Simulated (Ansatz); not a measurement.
`C[Si](O)(F)[SiH3]` + HCl → `C[Si](O)([SiH3])Cl` + H–F at 700 K and 1 bar (ligand exchange at the Si–F bond).

Gas-phase electronic energies from Ansatz, PBE0-D4/def2-TZVP geometries. CBS: MP2 limit from def2 TZ/QZ plus the TZ coupled-cluster correction, frozen cores. This one scheme is used for every species. Each species was taken in one conformer, which may not be the lowest.

| species | CCSD(T)/CBS energy (Eh) | H − E (kJ/mol) | S (J/(mol·K)) |
| --- | --- | --- | --- |
| `C[Si](O)(F)[SiH3]` | -795.51911 | 302.5 | 521.5 |
| HCl | -460.38127 | 38.4 | 211.8 |
| `C[Si](O)([SiH3])Cl` | -1155.49045 | 301.5 | 535.4 |
| H–F | -100.39570 | 45.2 | 198.5 |

H − E and S are ideal-gas, rigid-rotor, harmonic terms from PBE0-D4/def2-TZVP, for one conformer and one mirror image of each species. 1 Eh = 2625.50 kJ/mol, R = 8.31446 J/(mol·K).

By hand: ΔE, ΔH, ΔS and ΔG.

ΔE = (-1155.49045) + (-100.39570) − (-795.51911) − (-460.38127) = 0.01423 Eh = 37.4 kJ/mol. Δ(H − E) = 301.5 + 45.2 − 302.5 − 38.4 = 5.8, so ΔH = 43.2 kJ/mol. ΔS = 535.4 + 198.5 − 521.5 − 211.8 = 0.6 J/(mol·K). ΔG = 43.2 − 700 × (0.6)/1000 = 42.8 kJ/mol.

By hand: the equilibrium constant, and the temperature at which ΔG would vanish if ΔH and ΔS stayed fixed.

log₁₀ K = −ΔG/(RT ln 10) = -3.2. ΔG = 0 at ΔH/ΔS = 72000 K, far beyond where these terms or the molecules hold.

The number of gas molecules stays the same, so ΔS is small and ΔH decides. A doubt of 5 kJ/mol in ΔE shifts log₁₀ K by 0.4 here. Other conformers and mirror images would add mixing entropy, several J/(mol·K) or more a flexible species. These are equilibria of isolated gas molecules and say nothing of rates. Largest T1 diagnostic: 0.012 (customary marks: 0.02 for closed shells, 0.045 for open ones).
